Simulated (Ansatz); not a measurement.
Calculated with Ansatz (gas phase, PBE0-D4/def2-TZVP geometries, no zero-point term in ΔE). CBS: MP2 limit from def2 TZ/QZ plus the TZ coupled-cluster correction, frozen cores. DFT in def2-TZVPP. For Br, Ga outer-core shells are correlated without core-valence functions, which leaves a few kJ/mol of doubt a bond. Scalar relativity is left out up to krypton. Each species was taken in one conformer, which may not be the lowest.

`[SiH3][B](Cl)[GaH2]` + `O[Si](F)(Cl)Br` → `F[Si]([SiH3])(Cl)Br` + `O[B](Cl)[GaH2]`  (redistribution)

Q: Is it downhill or uphill in electronic energy at CCSD(T)/CBS, and by how much? (Best estimate.)

A: Ansatz gave: Downhill: ΔE = -48.0 kJ/mol.

Q: What do these levels give: PBE-D4, revPBE-D4, B97M-V, BHLYP-D4, BHLYP, MP2/def2-SVP? (Estimate.)

A: Ansatz gave: PBE-D4 -64.4, revPBE-D4 -61.5, B97M-V -50.2, BHLYP-D4 -51.9, BHLYP -52.5, MP2/def2-SVP -75.5 kJ/mol.

Largest T1 diagnostic among the species: 0.015.

In def2-TZVPP, CCSD(T) changes the Hartree–Fock value by −3.2 kJ/mol (the triples alone add −1.7 kJ/mol) and MP2 by −3.7 kJ/mol. Leaving LDA and LC-ωPBE aside and taking each functional with its dispersion term where it has one, the values spread over 14.2 kJ/mol, from PBE-D4 to B97M-V. From PBE to PBE0 (25 % exact exchange), in def2-TZVPP and without D4, ΔE moves by +5.6 kJ/mol.
